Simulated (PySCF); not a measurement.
# Two-component Hartree-Fock for Ce³¹⁺ (cerium, charge +31)

Start: [Ar] 3d9; 3d3/2 filled at m_j = -1/2, +1/2, +3/2; 3d5/2 filled at m_j = -5/2, -3/2, -1/2, +1/2, +3/2, +5/2. Calculated with PySCF 2.14 in an even-tempered Gaussian basis (16 s from 5.2 bohr⁻², ratio 2.8; 12 p from 6.8 bohr⁻², ratio 2.8; 8 d from 6.8 bohr⁻², ratio 2.8; 3 f from 28 bohr⁻², ratio 3): generalised Hartree-Fock with the X2C-1e Hamiltonian and a Gaussian nucleus; one run each with spin-orbit coupling (SO) screened by Boettger's factors, then bare. This is a chosen level, not necessarily the ground level.

```
spinor shell  electrons  ε, screened SO (eV)  ε, bare SO (eV)  weight of nominal j (bare SO)  rms radius, bare SO (bohr)
       1s1/2          2             -41841.1         -41840.9                          1.000                      0.0280
       2s1/2          2              -7781.4          -7781.4                          1.000                       0.114
       2p1/2          2              -7403.5          -7416.1                          1.000                      0.0974
       2p3/2          4              -6954.2          -6949.5                          1.000                       0.103
       3s1/2          2              -2541.5          -2541.6                          1.000                       0.290
       3p1/2          2              -2379.0          -2381.7                          0.999                       0.281
       3p3/2          4              -2287.9          -2287.0                          1.000                       0.292
       3d3/2          3              -2023.9          -2026.5                          0.995                       0.260
       3d5/2          6              -2003.9          -2002.3                          0.997                       0.264
```

```csv
quantity,screened SO,bare SO
E (hartree),-8312.96426,-8313.17111
M_J,3/2,3/2
⟨J²⟩,3.750,3.750
⟨L²⟩,6.021,6.023
⟨S²⟩,0.770,0.772
```

Each row is a mean over spinors that exchange with the open shell spreads, by up to 17.768 eV (3p1/2).

Breit and QED terms are absent; they matter most for the inner s and p1/2 levels.

Densities and radii are taken from the X2C orbitals without a picture-change correction, which distorts them close to the nucleus.
